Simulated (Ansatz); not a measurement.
Species: C3H9N, SMILES `CCNC` (C–C–N–C torsion 64°) (charge 0, multiplicity 1).

**Question.** Give a relaxed geometry from Ansatz (a first-principles code) with PBE0-D3(BJ)/def2-TZVP.

**Answer.** This is not unique; one that fits is the end point of this relaxation, one of several conformers (outside a Z-matrix the atoms follow the SMILES, hydrogens last).
Cartesian coordinates (Å) in one orientation:
```xyz
13

C     -1.442     0.444     0.237
C     -0.574    -0.409    -0.680
N      0.830    -0.055    -0.750
C      1.559    -0.212     0.488
H     -2.484     0.115     0.201
H     -1.115     0.386     1.278
H     -1.415     1.495    -0.066
H     -0.977    -0.373    -1.697
H     -0.632    -1.458    -0.367
H      0.930     0.891    -1.097
H      1.518    -1.260     0.797
H      1.193     0.396     1.330
H      2.609     0.040     0.327
```
